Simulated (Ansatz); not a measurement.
Species: C₂H₈B₂, SMILES `BC(B)C` (charge 0, multiplicity 1), formula C2H8B2.

**Question.** How many basis functions does frozen-core CCSD(T)/cc-pVTZ // B3LYP-D3(BJ)/def2-TZVP in Ansatz (a program for electronic structure) use, how many core orbitals are frozen, and how many electrons are correlated?

**Answer.** 232 basis functions and 4 frozen orbitals, which leaves 22 correlated electrons. Core time is of the order of minutes.
